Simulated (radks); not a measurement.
V8+, configuration [Ne] 3s2 3p3 (the NIST ground configuration). All-electron calculation, Dirac Kohn-Sham, PBE, spin-unpolarised, spherical densities, finite nucleus; open shells fill j = l - 1/2 first; Fermi nuclear charge, rms radius 3.6002 fm. Program: a radial shooting solver on a logarithmic mesh with Libxc functionals.

X-ray form factor f0, the Fourier transform of the density (f0(0) = 15):

| sin(theta)/lambda (1/angstrom) | f0 (electrons) |
|---|---|
| 0.05 | 14.907 |
| 0.1 | 14.636 |
| 0.15 | 14.207 |
| 0.2 | 13.649 |
| 0.25 | 12.998 |
| 0.3 | 12.292 |
| 0.4 | 10.857 |
| 0.5 | 9.555 |
| 0.6 | 8.487 |
| 0.8 | 6.995 |
| 1 | 5.982 |
| 1.25 | 4.906 |
| 1.5 | 3.930 |
| 2 | 2.496 |
